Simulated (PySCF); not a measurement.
Species: C2H2F2Te.
Atom-mapped SMILES: `[F:1][CH:2]([F:3])[CH:4]=[Te:5]` (hydrogens: H6 on C2; H7 on C4)

Theory: PBE0-D3(BJ)/def2-SVP geometry optimisation, gas phase, def2 core potentials past Kr in PySCF.

Task: List the bond lengths, angles and torsions at this level.

Result: 
```tsv
bond	length (Å)	order
F1–C2	1.355	single
C2–F3	1.340	single
C2–C4	1.497	single
C4=Te5	1.954	double
C2–H6	1.109	single
C4–H7	1.097	single
```

Orders are formal, as drawn. A selection of angles:
```tsv
angle	degrees
F1–C2–F3	108.3
F1–C2–C4	109.0
F1–C2–H6	107.8
F3–C2–C4	113.1
C4–C2–H6	110.3
C2–C4–Te5	126.7
C2–C4–H7	112.8
Te5–C4–H7	120.5
```

Torsions: F1–C2–C4–Te5 132° (anticlinal). The mirror-image conformer, all signs reversed, is as good.

Point group: C1 (no symmetry element, even within 0.4 Å). Whether it is a minimum is left open (no frequencies). One conformer, not necessarily the lowest.

Time: 26 s of wall time; peak memory 0.39 GiB. Hardware: an Arm Neoverse V1 with one thread, on a shared host. This is the geometry optimisation.
